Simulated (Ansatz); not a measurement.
System (SMILES): [GeH2] (GeH2) (closed-shell singlet).
Geometry (B3LYP-D3(BJ)/def2-TZVP, fixed):
```xyz
3

Ge    -0.0030    -0.0010     0.0661
H      0.0397    -1.1207    -1.0751
H      0.0547     1.1536    -1.0391
```

Basis-set convergence of the dipole moment at CCSD(T) with Ansatz (a quantum-chemistry and plane-wave program). Dipoles come from the density behind the forces; the sign is taken along the dipole that this method gives in the largest set. The reference of a correlated method is not its basis-set limit, which lies further on. Cartesian d functions, on some or all atoms, in 6-31G*, 6-31G**; all else is spherical. Cores are frozen (with 3d on Ga to Br). A restricted Hartree-Fock determinant is unstable towards unrestricted orbitals. No added dispersion term, no relativity. Reference: the value in aug-pcseg-3, 0.139 D, itself unsure by roughly 0.006 D (its mean distance from aug-cc-pVQZ, def2-QZVPPD). Deviations are taken from unrounded values.

```csv
basis,functions,dipole moment (D),minus reference (D)
cc-pVDZ,37,0.145,0.007
6-31G*,39,-0.254,-0.393
6-31G**,45,-0.131,-0.269
aug-cc-pVDZ,54,0.217,0.078
aug-pcseg-1,54,0.086,-0.052
def2-SVPD,54,0.191,0.053
6-311G**,56,0.190,0.051
cc-pVQZ,128,0.118,-0.021
pcseg-3,134,0.142,0.003
```

The smallest set listed that lies within 0.1 D of the reference with all its larger relatives (same family, alike in diffuse functions; a set with none counts only in the reference's own line) is cc-pVDZ (37 functions, 0.007 D off). Inside, with no larger relative to test it: 6-311G**, pcseg-3. (Relatives not listed, tested too: cc-pVTZ -0.028, def2-TZVPD -0.022, def2-TZVPPD 0.015, aug-cc-pVTZ 0.001, aug-pcseg-2 0.002, def2-QZVPPD -0.004, aug-cc-pVQZ -0.008, aug-pcseg-3 0.000 D.)
